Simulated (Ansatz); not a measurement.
The same hydrogenolysis along the group F, Cl, I.

Isolated molecules relaxed with PBE0-D4/def2-TZVP in Ansatz; ΔE leaves out vibrations. CCSD(T)/CBS adds triple-zeta CCSD(T) − MP2 to the extrapolated MP2 energy (def2 sets, frozen cores). This one scheme is used for every species. DFT in def2-TZVPP. Elements past krypton have def2 core potentials. For I, Te outer-core shells are correlated without core-valence functions, which leaves a few kJ/mol of doubt a bond.

```csv
reaction,PBE0-D4 (kcal/mol),CCSD(T)/def2-SVP (kcal/mol),MP2/CBS(def2) (kcal/mol),CCSD(T)/CBS(def2) (kcal/mol)
`FC[TeH]` + H₂ → H₂Te + `CF`,-14.5,-19.6,-12.0,-13.7
`ClC[TeH]` + H₂ → H₂Te + `CCl`,-17.1,-20.8,-12.6,-15.1
`[TeH]CI` + H₂ → H₂Te + `CI`,-16.3,-20.1,-11.0,-14.1
```

Largest T1 diagnostic: 0.011, for `FC[TeH]`.
